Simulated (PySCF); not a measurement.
The same groups moved round the core (trisilane hydroxy+silyl). All species are isolated molecules in the gas phase. One relaxed conformer stands for each flexible species; it need not be the lowest. Strings in code marks are SMILES.

The HOMO–LUMO gap from two functionals at the same geometries (PBE0-D3(BJ)/def2-TZVP), both in PySCF: PBE-D3(BJ)/def2-TZVP and ωB97X-D3(BJ)/def2-TZVP. 

```json
[
 {"species": "`[SiH3][SiH2][SiH2][SiH2]O`", "PBE-D3(BJ)/def2-TZVP (eV)": "5.27"},
 {"species": "`O[SiH2][SiH]([SiH3])[SiH3]` (H–O–Si–Si torsion 180°, O–Si–Si–Si torsion -62°)", "PBE-D3(BJ)/def2-TZVP (eV)": "5.27"},
 {"species": "`O[Si@@H]([SiH3])[SiH2][SiH3]` (H–O–Si–Si torsion 56°, Si–Si–Si–Si torsion 172°)", "PBE-D3(BJ)/def2-TZVP (eV)": "4.67"},
 {"species": "`O[Si]([SiH3])([SiH3])[SiH3]` (H–O–Si–Si torsion 60°)", "PBE-D3(BJ)/def2-TZVP (eV)": "4.47"}
]
```

What does ωB97X-D3(BJ)/def2-TZVP give for each?


- `[SiH3][SiH2][SiH2][SiH2]O`: 11.38
- `O[SiH2][SiH]([SiH3])[SiH3]` (H–O–Si–Si torsion 180°, O–Si–Si–Si torsion -62°): 11.43
- `O[Si@@H]([SiH3])[SiH2][SiH3]` (H–O–Si–Si torsion 56°, Si–Si–Si–Si torsion 172°): 10.73
- `O[Si]([SiH3])([SiH3])[SiH3]` (H–O–Si–Si torsion 60°): 10.69
Over these rows, drawn at random from the members with no instability flagged (it was tested for open shells, ions and some series alone), PBE minus ωB97X-D3(BJ): mean -6.14 eV, from -6.22 eV to -6.07 eV.
